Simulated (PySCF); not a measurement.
Calculation: PBE0-D3(BJ)/def2-TZVP (PySCF). All species are isolated molecules in the gas phase. One relaxed conformer stands for a flexible species; it need not be the lowest. 

Reference species (SMILES): `[SiH3][SiH]1[SiH2][SiH2]1` (neutral, multiplicity 1).

The HOMO–LUMO gap comes out as 5.67 eV and the LUMO is -1.17 eV.

Changed species: `[SiH2]=[SiH][SiH2][SiH3]` (Si–Si–Si–Si torsion 96°).

### Question
Give the shifts of the HOMO–LUMO gap and LUMO.

### Answer
the HOMO–LUMO gap drops by 1.79 eV, to 3.88 eV; the LUMO drops by 0.99 eV, to -2.16 eV.
